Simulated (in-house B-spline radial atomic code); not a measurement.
RPA and G0W0 for the calcium ion Ca⁸⁺, [Ne] 3s2, as one setting changes: the highest l of the empty states. Start: PBE. A dash marks a level of low quasi-particle weight. Computed with an all-electron radial atomic-structure program (B-spline basis): all electrons, scalar-relativistic (spin-free one-electron X2C), finite nucleus, each spin shell either full or empty, empty states to the listed l with an (l + 1/2)⁻⁴ tail; G0W0 by contour deformation at full frequency.

```
highest l of the empty states  RPA summed (Eh)  RPA extrapolated (Eh)  G0W0 level (eV)
                            3          -0.7327               -0.80333       3s -189.36
                            4         -0.77106               -0.81219       3s -189.35
                            5          -0.7862               -0.80728       3s -189.35
                            6                ?                      ?                ?
                            7                ?                      ?                ?
                            8         -0.79936               -0.80459       3s -189.35
                            9         -0.80072               -0.80438       3s -189.35
                           10         -0.80159               -0.80424       3s -189.35
                           11         -0.80218               -0.80414       3s -189.35
```

What belongs in the row for 6?

RPA summed (Eh): -0.79335; RPA extrapolated (Eh): -0.80563; G0W0 level (eV): 3s -189.35.

What belongs in the row for 7?

RPA summed (Eh): -0.79716; RPA extrapolated (Eh): -0.80494; G0W0 level (eV): 3s -189.35.
